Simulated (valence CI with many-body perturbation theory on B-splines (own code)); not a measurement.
The numbers below are computed, except where a source is named.
# Level structure of Sb XXVIII

Method: valence CI with perturbative core correlation (CI+MBPT): six valence electrons over a frozen Dirac-Fock core [Ar], a basis of 7 s, 7 p, 8 d, 6 f, 4 g, 1 h functions for each j, with the one-electron correlation potential Σ1 (screened to all orders), the two-electron term Σ2, the three-electron term Σ3, Breit, model QED; selected single and double excitations, second order for the rest, scaled by the run's own slope (own B-spline code, finite nucleus).

The last digits are not significant, and no measured levels were compared; by estimate large intervals hold to a few tenths of a per cent, small ones and those within an open d or f shell to about a per cent. Core correlation moves these levels by up to 10000 cm⁻¹, and in measured spectra 5 to 20 % of such shifts remained as error; rates that hang on mixing are uncertain with them. Among the levels kept, up to 940 cm⁻¹ of a level comes from second order outside the variational space, and about a tenth of that is noise between levels of different J, which matters for small intervals. Only levels of the ground parity were solved; by the run's estimate the other parity begins above the list, which can be wrong where configurations are misplaced.

Levels 1 to 34 of 34, with energies above the lowest level, 3d⁶ ⁵D_4. "Leading %" is the weight of the configuration and term that name the level; weights of strongly mixed levels are sums over their largest components and can fall short.

```
No.  Configuration  Term  J  E (cm⁻¹)  Leading %      g  Second component
  1            3d⁶    ⁵D  4         0         70  1.403       24 % 3d⁶ ³F
  2            3d⁶    ⁵D  2     34168         41  1.409       39 % 3d⁶ ³P
  3            3d⁶    ⁵D  3     56780         87  1.449        9 % 3d⁶ ³F
  4            3d⁶    ⁵D  0     70859         60              27 % 3d⁶ ³P
  5            3d⁶    ⁵D  1     75901         74  1.443       21 % 3d⁶ ³P
  6            3d⁶    ³H  4     95097         25  1.086       23 % 3d⁶ ¹G
  7            3d⁶    ³H  6    123200         80  1.129       20 % 3d⁶ ¹I
  8            3d⁶    ³G  5    123470         53  1.117       47 % 3d⁶ ³H
  9            3d⁶    ⁵D  2    142720         41  1.157       25 % 3d⁶ ³F
 10            3d⁶    ³F  3    148220         45  1.012       33 % 3d⁶ ³G
 11            3d⁶    ³F  2    153850         44  1.103       35 % 3d⁶ ³P
 12            3d⁶    ³H  4    186210         49  0.987       22 % 3d⁶ ³F
 13            3d⁶    ¹S  0    186780         56              32 % 3d⁶ ⁵D
 14            3d⁶    ³D  1    196590         68  0.818       23 % 3d⁶ ³P
 15            3d⁶    ³G  4    198480         44  1.096       28 % 3d⁶ ³F
 16            3d⁶    ³D  2    198750         60  1.161       22 % 3d⁶ ³P
 17            3d⁶    ³H  5    207900         53  1.108       47 % 3d⁶ ³G
 18            3d⁶    ³D  3    216900         65  1.268       24 % 3d⁶ ³F
 19            3d⁶    ³P  0    222830         96                         
 20            3d⁶    ³G  3    227270         39  0.944       32 % 3d⁶ ³F
 21            3d⁶    ¹I  6    229640         80  1.030       20 % 3d⁶ ³H
 22            3d⁶    ¹F  3    239760         41  0.988       37 % 3d⁶ ³F
 23            3d⁶    ³P  1    258530         71  1.264       23 % 3d⁶ ³D
 24            3d⁶    ¹G  4    271800         64  1.036       24 % 3d⁶ ³F
 25            3d⁶    ¹D  2    272890         50  1.047       25 % 3d⁶ ³P
 26            3d⁶    ³P  1    297130         85  1.461       11 % 3d⁶ ⁵D
 27            3d⁶    ³F  4    321690         73  1.180       12 % 3d⁶ ³G
 28            3d⁶    ³F  2    323280         86  0.740        8 % 3d⁶ ³D
 29            3d⁶    ¹G  4    370640         75  1.033       17 % 3d⁶ ³F
 30            3d⁶    ³P  2    375730         67  1.349       16 % 3d⁶ ¹D
 31            3d⁶    ³F  3    379250         52  1.064       28 % 3d⁶ ¹F
 32            3d⁶    ³P  0    382380         57              36 % 3d⁶ ¹S
 33            3d⁶    ¹D  2    440710         94  1.001                  
 34            3d⁶    ¹S  0    554540         92               7 % 3d⁶ ³P
```

Names give the largest LS component (configuration and term), which can be under half, so a name can repeat, a term be missing and a line seem to break the LS rules; names also repeat where a configuration has a term twice.

The ionisation energy to 3d⁵ ⁶S5/2 of the next ion comes out as 1518.3 eV (NIST: 1518 ± 4 eV (theoretical)). All 34 levels together are meant to be complete up to 576750 cm⁻¹.
